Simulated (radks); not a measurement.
The numbers below are computed, except where a source is named.
Excited configurations of Si2+: one electron is placed in a higher orbital outside [Ne] 3s1. The ground configuration is [Ne] 3s2. Code: a radial shooting solver on a logarithmic mesh with Libxc functionals. Model: scalar-relativistic Kohn-Sham, r2SCAN, spin-polarised, spherical densities, finite nucleus; open shells are filled with parallel spins first; meta-GGA in the generalised Kohn-Sham scheme; Fermi nuclear charge, rms radius 3.1224 fm. Excitation = E - E(ground); binding = E(ion) - E, where the ion is the core of charge +3; n* = 3/sqrt(2 binding) in atomic units, and the quantum defect is n - n*.

| outer orbital | excitation (eV) | binding (eV) | n* | quantum defect | eigenvalue (eV) | <r> (bohr) |
|---|---|---|---|---|---|---|
| 3d | 17.063 | 15.872 | 2.778 | 0.222 | -12.417 | 2.833 |
| 4d | 24.192 | 8.743 | 3.742 | 0.258 | -7.291 | 6.122 |
| 4f | 25.289 | 7.646 | 4.002 | -0.002 | -6.143 | 5.896 |
| 5p | 25.963 | 6.972 | 4.191 | 0.809 | -6.074 | 8.640 |
| 5d | 27.428 | 5.507 | 4.715 | 0.285 | -4.705 | 10.31 |
| 5f | 27.922 | 5.013 | 4.943 | 0.057 | -4.213 | 10.27 |
| 6p | 28.369 | 4.565 | 5.179 | 0.821 | -3.996 | 13.35 |
| 6d | 29.155 | 3.780 | 5.692 | 0.308 | -3.275 | 15.49 |
| 6f | 29.419 | 3.516 | 5.902 | 0.098 | -3.009 | 15.64 |
| 7s | 29.400 | 3.535 | 5.885 | 1.115 | -3.096 | 17.55 |

The Delta-SCF ionisation energy is 32.935 eV (NIST Atomic Spectra Database: 33.493 eV, measured). Self-interaction in the functional shifts the binding energies and quantum defects, so they are the method's values and not measured ones.
